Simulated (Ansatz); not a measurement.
H2BrFO2Sn, singlet, at a GFN2-xTB geometry (such geometries of metal compounds can be far from the true shape) (all electrons, no relativity); SC-NEVPT2/STO-3G, CASSCF(6,5) (Ansatz, an electronic-structure program).

The Ansatz input:
Ansatz 0.2 input:
```yaml
crystal:
  periodic: [false, false, false]
  atoms:
    - {symbol: O, position_ang: [-0.29854218, 2.08579991, 0.57489685]}
    - {symbol: Sn, position_ang: [-0.45168704, 0.20587684, 0.28984055]}
    - {symbol: O, position_ang: [-2.16734308, -0.22220505, -0.46025885]}
    - {symbol: F, position_ang: [-0.51421303, -0.66818654, 2.02546243]}
    - {symbol: Br, position_ang: [1.44440388, -0.58910060, -0.98369097]}
    - {symbol: H, position_ang: [-1.07348912, 2.49018830, 0.97202039]}
    - {symbol: H, position_ang: [-2.54129571, -1.06058915, -0.18113030]}
basis:
  gaussian:
    orbitals: STO-3G
magnetization: {spin_polarized: false}
correlation: {method: sc_nevpt2, electrons: all, active_space: {window: {electrons: 6, orbitals: 5}}}
```

**Question.** What does Ansatz print? Leave out banner, timings and long lists.

**Answer.** 
```
Functional definition: HF
791 factors; integrals over basis functions are off by at most 3.3e-5 eV
mean field evaluation 1: about -238229.7227 eV, gradient 2.9e1 eV
mean field evaluation 2: about -238229.8048 eV, gradient 3.0e1 eV
mean field evaluation 4: about -238233.8244 eV, gradient 1.6e0 eV
mean field evaluation 8: about -238233.8384 eV, gradient 9.2e-5 eV
mean field -238233.83844367 eV, -8754.9320821094 hartree, gradient 5.0e-6 eV, S^2 0.000000; 0 other end points of the search recorded, 0 dependent functions left out
reference -238233.83844367 eV, -8754.9320821094 hartree; 56, 56 occupied and 6, 6 virtual orbitals, 791 factors
state -238235.02565412 eV, -8754.9757112889 hartree
state -238235.02565412 eV, -8754.9757112889 hartree; corrected -238237.31566427 eV, -8755.0598676094 hartree
state -238234.89471901 eV, -8754.9708995122 hartree
state -238234.89471901 eV, -8754.9708995122 hartree; corrected -238237.29244491 eV, -8755.0590143137 hartree
state -238235.02565412 eV, -8754.9757112889 hartree; corrected -238237.31566427 eV, -8755.0598676094 hartree
2 active orbitals were swapped for others, from the solution at -238234.89465388 eV, -8754.9708971185 hartree to that at -238235.02559426 eV, -8754.9757090889 hartree; typed "places" are swapped only where nearly empty or full, and so, without "given_window_search", are "orbital_numbers", "shells" and a window whose orbitals a file names under [Active]
Total energy: -238237.31566427 eV, -8755.0598676094 hartree
```
